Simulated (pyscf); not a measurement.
Structures and frequencies: ωB97X-D3(BJ)/def2-SVP in PySCF.

### Question
How much does it cost (ΔH, 298 K, ωB97M-D3(BJ)/def2-TZVP) to split HO–Ge(OH)(OH)–O–B(Cl)–Cl at its B–O bond into •O–Ge(OH)(OH)–OH + [Cl–B–Cl]•?

### Answer
B–O to •O–Ge(OH)(OH)–OH + [Cl–B–Cl]•: 151.3 kcal/mol. The 7 functionals that were run give +142.4 (r²SCAN) to +151.9 kcal/mol (M06-2X). The radicals are drawn with the spin at the cut bond; how far it spreads was not checked. Other isomers of •O–Ge(OH)(OH)–OH were not searched in full and may lie lower. Elements up to Kr have no core potential and no relativistic terms here.
